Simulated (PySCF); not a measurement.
Structure with atom numbers: `[BH2:1][C@@H:2]1[CH2:3][CH2:4][CH2:5][C:6](=[CH2:7])[CH2:8]1`. Each H is labelled by its parent atom. Ha(C3), Ha(C4), Ha(C5), Ha(C8) are cis to B1 on the ring; Ha(C7) is cis to C5; Hb(C3), Hb(C4), Hb(C5), Hb(C8) are trans to B1 on the ring; Hb(C7) is trans to C5.

Computed data (PySCF 2.14): NMR shieldings at PBE0/pcSseg-1/GIAO, geometry from PBE0-D3(BJ)/def2-SVP. Non-relativistic, in vacuum, rapidly exchanging positions averaged, a single conformation.

Referencing at the same level of theory: ¹³C (σ = 184.41 ppm), ¹H (σ = 31.27 ppm) against TMS; BF3·OEt2 for ¹¹B (σ = 100.73 ppm).

```json
{"atoms": "Hb(C8)", "nucleus": "¹H", "count": "1", "δ (ppm)": "2.35"}
{"atoms": "H(B1)", "nucleus": "¹H", "count": "2", "δ (ppm)": "?"}
{"atoms": "C6", "nucleus": "¹³C", "count": "1", "δ (ppm)": "?"}
{"atoms": "C5", "nucleus": "¹³C", "count": "1", "δ (ppm)": "?"}
{"atoms": "C8", "nucleus": "¹³C", "count": "1", "δ (ppm)": "42.2"}
{"atoms": "C3", "nucleus": "¹³C", "count": "1", "δ (ppm)": "18.6"}
{"atoms": "Ha(C8)", "nucleus": "¹H", "count": "1", "δ (ppm)": "2.21"}
{"atoms": "Hb(C7)", "nucleus": "¹H", "count": "1", "δ (ppm)": "?"}
{"atoms": "C4", "nucleus": "¹³C", "count": "1", "δ (ppm)": "31.9"}
{"atoms": "Hb(C4)", "nucleus": "¹H", "count": "1", "δ (ppm)": "?"}
{"atoms": "Hb(C3)", "nucleus": "¹H", "count": "1", "δ (ppm)": "1.21"}
{"atoms": "Ha(C7)", "nucleus": "¹H", "count": "1", "δ (ppm)": "4.99"}
{"atoms": "Ha(C4)", "nucleus": "¹H", "count": "1", "δ (ppm)": "1.88"}
{"atoms": "Ha(C3)", "nucleus": "¹H", "count": "1", "δ (ppm)": "0.57"}
{"atoms": "Hb(C5)", "nucleus": "¹H", "count": "1", "δ (ppm)": "2.20"}
{"atoms": "Ha(C5)", "nucleus": "¹H", "count": "1", "δ (ppm)": "2.03"}
{"atoms": "B1", "nucleus": "¹¹B", "count": "1", "δ (ppm)": "87.2"}
{"atoms": "C7", "nucleus": "¹³C", "count": "1", "δ (ppm)": "114.6"}
{"atoms": "C2", "nucleus": "¹³C", "count": "1", "δ (ppm)": "?"}
{"atoms": "H(C2)", "nucleus": "¹H", "count": "1", "δ (ppm)": "1.89"}
```

Complete the table.

Answers


- C6: 157.1 ppm, fully substituted alkene carbon; an sp2 carbon of a C=C bond
- C2: 41.7 ppm, sp3 CH bonded to B
- C5: 38.1 ppm, allylic sp3 CH2; a saturated carbon with 2 carbon neighbours and no heteroatom attached
- H(B1): 7.38 ppm, hydrogen on a boron bonded to C
- Hb(C7): 4.99 ppm, hydrogen on a terminal =CH2 carbon; olefinic region
- Hb(C4): 1.42 ppm, hydrogen on an sp3 CH2 in a ring

Hydrogens on boron are broadened and split by ¹¹B (spin 3/2, 80 %) and 10B (spin 3). A carbon bonded to boron is broadened by the quadrupolar boron nucleus and is often missing from a measured spectrum. Shifts are as computed. Against solution values, carbons near 30 ppm lie about +2 ppm off and those near 130 ppm about +5 ppm. Of 1211 compounds with measured shifts, 218 miss one by over three times the rms of a fit or turn the order of signals round; such compounds aren't used in these exercises.
